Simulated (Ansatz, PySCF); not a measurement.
Donor–acceptor adduct: BH3 (SMILES B) (first 4 atoms) with H2S (SMILES S); geometry from B3LYP-D3(BJ)/def2-TZVP, rigid monomers moved along the line of their centres of mass till B1···S5 is 1.83 Å.
(charge 0, multiplicity 1):
```xyz
7

B     -0.449    -0.325     0.670
H      0.406    -0.887     0.038
H     -1.248    -1.057     1.191
H     -0.879     0.690     0.202
S      0.522     0.168     2.135
H     -0.307     1.011     2.780
H      1.286     1.174     1.670
```

Interaction energies are E(AB) − E(A) − E(B) at the monomers' geometry in the complex; basis-set methods are counterpoise corrected.

Correlated levels freeze the cores. CBS(a, b) extrapolates the correlation energy as X⁻³ and adds the Hartree–Fock energy of set b.

Run with Ansatz (a first-principles code) with Gaussian orbitals; PySCF for the dispersion terms. 

The comparison value is -779.5 meV (CCSD(T)/CBS(aug-cc-pV(D+d)Z, aug-cc-pV(T+d)Z)). It is a level with limits of its own, not the exact answer.

**Question.** Order these levels by how close they come to the comparison value for the interaction energy, closest first: B3LYP/def2-TZVPPD, PBE0-D3(BJ)/def2-TZVPPD, r2SCAN-D3(BJ)/def2-TZVPPD. Give each level's value less the comparison value.

**Answer.** B3LYP/def2-TZVPPD (63.7 meV), r2SCAN-D3(BJ)/def2-TZVPPD (-272.7 meV), PBE0-D3(BJ)/def2-TZVPPD (-303.1 meV)
